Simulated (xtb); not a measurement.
Cl$_{2}$Pb, charge -1, doublet, at a GFN2-xTB geometry (such geometries of metal compounds can be far from the true shape) (a state made from the parent by changing its charge; the spin is typed, not shown lowest). Base run: GFN2-xTB (xtb).

Geometry (Å):
```xyz
3

Pb     0.0070    -0.0103     0.4259
Cl     1.4790     1.6834    -1.0121
Cl    -1.5130    -1.6339    -1.0425
```
Charge -1, spin multiplicity 2.
All else is at xtb's defaults.
Base energy -11.70754 Eh.

Each row names what was changed in the base input (with any setting that the change needs).

| change | ΔE vs base (mEh) | G_solv (kcal/mol) | SCF cycles |
|---|---|---|---|
| base | 0.000 | - | 10 |
| acc = 0.0001 | 0.000 | - | 14 |
| acc = 0.1 | 0.000 | - | 12 |
| alpb = water | -93.369 | -60.32 | 10 |
| etemp = 3000 | -0.461 | - | 10 |
| alpb = chcl3 | -86.510 | -55.60 | 10 |
| file = coord | 0.000 | - | 10 |
| gbsa = thf | -80.532 | -51.25 | 10 |
| etemp = 1000 | 0.000 | - | 10 |

ALPB and GBSA are two models with their own fitted parameters for each solvent, which aren't always the measured dielectric constant.
